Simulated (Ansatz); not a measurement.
# Which isomer of C3H2FNO2 gives these data?

These gas-phase data were calculated for one isomer of C3H2FNO2 at PBE-D3(BJ)/def2-SVP (harmonic, unscaled wavenumbers; equilibrium rotational constants with average atomic masses):

- rotational constants: 8.046, 2.03, 1.621 GHz
- all wavenumbers above 1500 cm⁻¹: 3673, 3240, 1681, 1546, 1501

Candidates:

(1) `Oc1cc(F)no1`, a singlet
(2) `N#C[C@H](F)C(=O)O`, a singlet
(3) `N#C[C@H](F)OC=O`, a singlet

Question: Which structure fits?

Answer: Candidate (1). The band at 3673 cm⁻¹ lies where the O–H stretch is expected; (3) has no mode between 3300 and 4000 cm⁻¹. No mode falls between 2050 and 2420 cm⁻¹, where the C≡N stretch of (2) would stand.

The same quantities for all candidates:

```
     rotational constants (GHz)   wavenumbers above 1500 cm⁻¹  E above the lowest, PBE-D3(BJ)/def2-SVP (kcal/mol)
(1)          8.046, 2.03, 1.621  3673, 3240, 1681, 1546, 1501                                                19.1
(2)         3.893, 2.312, 1.594        3623, 2956, 2298, 1852                                                 0.0
(3)          5.568, 1.699, 1.47        2998, 2994, 2311, 1813                                                 7.1
```

Harmonic stretches to hydrogen usually lie a few per cent above observed fundamentals. Each candidate is one conformer. Programs: Ansatz 0.2.0.
